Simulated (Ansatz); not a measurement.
`[OH][Ge]([Cl])([Cl])[Cl]` + HBr → `[Cl][Ge]([Cl])([Cl])[Br]` + H₂O  (ligand exchange at a Ge–O bond)

Gas-phase electronic energies from Ansatz, PBE0-D4/def2-TZVP geometries. CBS: MP2 limit from def2 TZ/QZ plus the TZ coupled-cluster correction, frozen cores. This one scheme is used for every species. DFT in def2-TZVPP. For Br, Ge outer-core shells are correlated without core-valence functions, which leaves a few kJ/mol of doubt a bond. Scalar relativity is left out up to krypton. One conformer a species, not always the lowest.

`[OH][Ge]([Cl])([Cl])[Cl]`:

Z-matrix (Å, degrees):
```
Ge
Cl 1 2.124
Cl 1 2.124 2 108.1
O 1 1.746 2 110.9 3 121.8
Cl 1 2.108 2 110.4 3 -120.8
H 4 0.962 1 112.9 2 -59.9
```

HBr:

Cartesian coordinates in Å:
```
Br 0.259 -0.164 -0.641
H -0.259 0.164 0.641
```

`[Cl][Ge]([Cl])([Cl])[Br]`:

Cartesian coordinates in Å:
```
Cl -0.957 -0.540 1.820
Ge -0.021 -0.001 -0.003
Cl -0.490 -1.450 -1.476
Cl -0.759 1.884 -0.628
Br 2.227 0.107 0.286
```

H₂O:

```xyz
3

O    -0.317   -0.088   -0.208
H    -0.272    0.442    0.590
H     0.588   -0.354   -0.382
```

CCSD(T)/CBS gives -38.0 kJ/mol.

(1) Another level gave -32.1 kJ/mol. Which?
A. SCS-MP2/def2-TZVPP
B. BLYP-D4/def2-TZVPP
C. RPA@PBE/def2-TZVPP
D. PBE0-D4/def2-TZVPP

Largest T1 diagnostic among the species: 0.010.

## Answers

(1) A. SCS-MP2/def2-TZVPP -32.1, BLYP-D4 -37.1, PBE0-D4 -41.6, RPA@PBE/def2-TZVPP -27.7 kJ/mol.

Leaving LDA and LC-ωPBE aside and taking each functional with its dispersion term where it has one, the values, not all of them listed here, spread over 12.2 kJ/mol, from HSE06-D4 to CAM-B3LYP-D4. LDA lies +4.2 kJ/mol from PBE without D4. The D4 term adds −5.8 kJ/mol with B3LYP and −3.1 kJ/mol with PBE0; it sums over pairs of atoms, weighted by their polarisabilities, and B3LYP, whose exchange is more repulsive, gets the larger term. At CCSD(T), def2-SVP lies +18.3 kJ/mol from the extrapolated value and def2-TZVPP +7.3 kJ/mol.

B3LYP here is the variant with VWN-RPA as its local correlation; programs differ in this.
